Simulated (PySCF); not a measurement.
**Ionisation energy of W²⁺ by level of theory**

W²⁺ [Xe] 4f14 5d4 (5D) → W³⁺ [Xe] 4f14 5d3 (4F), as a difference of total energies. Computed with PySCF 2.14 in x2c-TZVPPall (11s7p7d3f1g, 97 functions), with the spin-free X2C one-electron Hamiltonian (Gaussian nucleus). Correlated levels: valence: [Xe] 4f14 frozen. The calculations carry no spin-orbit coupling.

```
           method  ionisation energy (eV)
              UHF                  24.768
              LDA                  26.352
              PBE                  26.022
             PBE0                  25.915
           r2SCAN                  25.806
           M06-2X                  25.735
        CAM-B3LYP                  25.816
             BP86                  26.065
    MP2 (valence)                  25.609
SCS-MP2 (valence)                  25.377
```

Task: How much does correlation contribute at MP2 (valence)?

Result: 25.609 − (24.768) = 0.841 eV, measured against UHF.

A first-order spin-orbit estimate (lowest level to lowest level, LS coupling) adds -0.249 eV.

Errors of the correlated levels include the incompleteness of this basis and the frozen core.

For comparison: 26 ± 0.4 eV (semi-empirical (NIST evaluation); NIST Atomic Spectra Database, ionization energies).
